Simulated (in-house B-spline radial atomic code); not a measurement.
Configurations of F III (F2+), with energies counted from [He] 2s2 (2p1/2)2 (2p3/2)1. Computed with a B-spline radial code for spherical atoms: Dirac-Hartree-Fock, average of each configuration as written, Fermi nucleus of rms radius 2.8976 fm. Energies include first-order Breit, QED and recoil terms.

Occupations are held fixed; configurations that lie above the ionisation limit could autoionise.

```
                      configuration  E - E(ref) (eV)  highest orbital  its <r> (bohr)
         [He] 2s2 (2p1/2)1 (2p3/2)2         -0.79378            2p3/2          0.8896
              [He] 2s2 (2p3/2)2 3s1           36.362            3s1/2           2.754
         [He] 2s2 (2p1/2)2 (4f7/2)1           52.208            4f7/2           5.992
[He] 2s2 (2p1/2)1 (2p3/2)1 (5g7/2)1           53.633            5g7/2           9.166
[He] 2s1 (2p1/2)1 (2p3/2)2 (4f7/2)1           69.922            4f7/2            5.99
[He] 2s1 (2p1/2)1 (2p3/2)2 (6g9/2)1           74.179            6g9/2           14.67
```

Task: Order these further configurations by energy, lowest first.
A. [He] 2s2 (2p1/2)1 (2p3/2)1 (4d3/2)1
B. [He] 2s2 (2p3/2)2 5s1
C. [He] 2s2 (2p3/2)2 (6d5/2)1
D. [He] 2s1 (2p3/2)3 (5g7/2)1
E. [He] 2s2 (2p3/2)2 4s1

Result: E (48.091 eV), A (50.611 eV), B (52.592 eV), C (55.595 eV), D (73.694 eV).

Task: How far above the reference does [He] 2s2 (2p1/2)2 (5d3/2)1 lie?

Result: 54.792 eV; its least bound orbital is 5d3/2 with <r> = 11.03 bohr.

Task: Is the reference the lowest configuration at this level of theory?

Result: No: [He] 2s2 (2p1/2)1 (2p3/2)2 lies 0.7938 eV lower. Averages of configurations without correlation can order differently from the measured ground levels.
